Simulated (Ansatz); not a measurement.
This geometry of Cl2GaH + H2 (6 atoms, charge 0, multiplicity 1) is a first-order saddle point.

Theory: RKS PBE/def2-SVP (Ansatz 0.2.0).

```xyz
6
Properties=species:S:1:pos:R:3
Ga -0.024 -0.375 -0.115
Cl -0.113 0.038 2.358
H 1.375 0.053 -0.648
Cl -1.918 0.207 -0.974
H -0.168 -1.901 0.625
H -0.176 -1.277 1.593
```

Task: Which two structures does it join? (They come from a converged band through this point; their orientation in space is the band's.)

Result: Bonds broken: Ga1–Cl2, H5–H6. Bonds formed: Ga1–H5, Cl2–H6. Cl2GaH + H2 becomes Cl2GaH3.

Image 0:

```xyz
6
Properties=species:S:1:pos:R:3
Ga -0.011 0.242 0.160
Cl -0.092 0.847 2.232
H 1.338 -0.061 -0.563
Cl -1.896 0.244 -0.889
H -0.259 -2.402 0.598
H -0.104 -2.124 1.301
```

Image 6:

```xyz
6
Properties=species:S:1:pos:R:3
Ga 0.305 -0.891 -0.160
Cl -0.071 -0.085 2.370
H 1.361 0.160 -0.646
Cl -1.814 -0.130 -0.371
H 0.356 -2.445 0.040
H -1.159 0.136 1.606
```

Task: How far does it lie above each of them?

Result: 1.07 eV above the first and 0.42 eV above the second. This is the barrier of this one path; another mechanism may lie lower. The orbitals stay closed-shell, which can raise the energy where a bond breaks towards radicals; this wasn't checked here.

Time of the run: 2.5 min on 1 thread of Arm Neoverse V1, with other jobs on the host, peak memory 0.12 GiB.
